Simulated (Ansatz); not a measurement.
A single point on C3H7GaO, SMILES `C=[C](O)[GaH][CH3]`.

```yaml
crystal:
  periodic: [false, false, false]
  atoms:
    - {symbol: C, position_ang: [-0.723351, -1.817116, 1.175040]}
    - {symbol: C, position_ang: [0.001535, -0.767760, 0.775927]}
    - {symbol: O, position_ang: [1.136496, -0.361190, 1.411223]}
    - {symbol: Ga, position_ang: [-0.527165, 0.294764, -0.799932]}
    - {symbol: C, position_ang: [0.530046, 1.841678, -1.378344]}
    - {symbol: H, position_ang: [-0.455131, -2.422085, 2.041428]}
    - {symbol: H, position_ang: [-1.617165, -2.099054, 0.634232]}
    - {symbol: H, position_ang: [1.310569, -0.941035, 2.163854]}
    - {symbol: H, position_ang: [-1.834745, -0.185451, -1.528845]}
    - {symbol: H, position_ang: [-0.056143, 2.758216, -1.265115]}
    - {symbol: H, position_ang: [0.790402, 1.758734, -2.436496]}
    - {symbol: H, position_ang: [1.444650, 1.940297, -0.792963]}
basis:
  gaussian: {orbitals: def2-TZVPP}
hamiltonian: {xc: pbe}
correlation: {method: rpa}
```

```sh
$ ansatz run in.yaml --threads 4 --pin off --events-out ev --progress --plain --max-ram 10444MiB
```

Output, abridged:

```
Functional definition: PBE
1631 factors; integrals over basis functions are off by at most 1.1e-3 eV
mean field evaluation 1: about -57616.7947 eV, gradient 9.9e1 eV
mean field evaluation 2: about -57616.7852 eV, gradient 9.9e1 eV
mean field evaluation 4: about -57634.1485 eV, gradient 3.3e1 eV
mean field evaluation 8: about -57636.9346 eV, gradient 5.5e-1 eV
mean field evaluation 16: about -57636.9354 eV, gradient 9.8e-4 eV
mean field -57636.93539994 eV, -2118.1183082298 hartree, gradient 3.5e-6 eV, S^2 0.000000; 2 other end points of the search recorded, 0 dependent functions left out
13 core orbitals not correlated: weight in the atoms' cores, before any rotation towards them, 1.000 or more for the frozen orbitals, at most 0.000 for the correlated occupied ones
reference -57572.82211070 eV, -2115.7621883076 hartree; 19, 19 occupied and 238, 238 virtual orbitals, 1631 factors
Total energy: -57615.28115085 eV, -2117.3225292536 hartree
```

Run time 8 s (4 threads of an Arm Neoverse V1 on a shared host); peak host memory 0.74 GiB.
